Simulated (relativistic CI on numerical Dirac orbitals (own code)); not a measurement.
# Re III: calculation against measurement

Calculated at this level of theory: Dirac-Coulomb-Breit CI, orbitals from a KLI potential per configuration, model QED (radiative potential, 1s self-energy scaled to tabulated hydrogen-like ionisation energies), valence Slater integrals scaled by 0.85, P86 correlation energy added to each configuration (own radial code, finite nucleus).

Configuration list (outside the closed core [Kr] 4d10 4f14 5s2): 5p6 5d5, 5p6 5d4 6s, 5p6 5d3 6s2, 5p6 5d4 6p, 5p6 5d4 5f, 5p6 5d3 6s 6p, 5p6 5d4 6d, 5p6 5d4 7s, 5p6 5d4 7p, 5p6 5d4 7d, 5p6 5d3 6s 7s, 5p6 5d3 6p2, 5p6 5d4 6f, 5p6 5d4 5g, 5p5 5d6. Levels of other configurations are missing.

```csv
Configuration,Term (tabulated),J,Measured (cm⁻¹),Computed,Error,Purity (%)
5p6 5d5,6S,5/2,0.0,0,0,92
5p6 5d5,4G,7/2,16890.5,18011,1121,74
5p6 5d4 6s,6D,3/2,17908.9,21433,3524,81
5p6 5d5,4G,11/2,18020.0,18909,889,88
5p6 5d5,4G,9/2,18345.6,19146,801,90
5p6 5d4 6s,6D,5/2,19718.8,23566,3848,82
5p6 5d5,4D,7/2,20453.3,21643,1190,70
5p6 5d4 6s,6D,7/2,22106.2,25427,3321,92
5p6 5d4 6s,6D,9/2,23471.3,26788,3316,68
5p6 5d5,2I,11/2,26170.1,27221,1051,78
5p6 5d5,2I,13/2,28587.9,29351,763,99
5p6 5d5,4F,5/2,30302.3,31362,1060,61
5p6 5d4 6s,4H,9/2,35140.0,39375,4235,60
5p6 5d4 6s,4H,11/2,38167.8,41547,3380,82
5p6 5d4 6s,4H,13/2,39300.2,42989,3689,89
5p6 5d4 6s,2H,9/2,46314.8,50730,4415,69
5p6 5d4 6s,4D,7/2,46718.2,50981,4263,71
5p6 5d4 6s,4D,3/2,47091.0,51409,4318,69
5p6 5d4 6s,2I,13/2,50496.8,54064,3567,88
5p6 5d4 6s,2H,11/2,53402.7,57084,3681,57
```

Measured levels from measured levels as listed in Brasseur, Gamrath and Quinet, At. Data Nucl. Data Tables 157, 101636 (2024); pairs were made by configuration, J and term (by order where the table uses no LS term), so strongly mixed levels may be paired wrongly.

Mean error by configuration (cm⁻¹): 5p6 5d5 982; 5p6 5d4 6s 3796. Over the excited levels the mean absolute error is 2760 cm⁻¹ (19 of the 69 excited levels that our extract of the source holds in range could be paired, and the others can miss by more), and the median relative error of those above 1,000 cm⁻¹ is 8.9 %. Some levels of the ground configuration have no partner.
